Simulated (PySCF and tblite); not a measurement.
The numbers below are computed, except where a source is named.
3 regioisomers of C₆H₉F₃O:

```tsv
isomer	SMILES
A	[F:1][C:2]([F:3])([F:4])[C@@H:5]1[CH2:6][CH2:7][CH2:8][O:9][CH2:10]1
B	[F:1][C:2]([F:3])([F:4])[CH:5]1[CH2:6][CH2:7][O:8][CH2:9][CH2:10]1
C	[F:1][C:2]([F:3])([F:4])[C@@H:5]1[CH2:6][CH2:7][CH2:8][CH2:9][O:10]1
```

Protocol: conformer search, at most 4 conformers an isomer, GFN2-xTB geometries, energies PBE0/pcSseg-1 (D3(BJ) added where defined), weights at 298.15 K with GFN2-xTB thermal terms. Programs: PySCF with density fitting and tblite.

(1) Rank the isomers by free energy at 298.15 K.

## Answers

(1) 
```
isomer  ΔG (kcal/mol)  ΔE, lowest conformer  conformers  largest weight %  rms dipole (D)
     B            0.0                   0.0           2                97            1.73
     A            1.1                   1.0           2                91            2.36
     C            2.2                   2.3           2                93            3.60
```

ΔG is for one enantiomer.
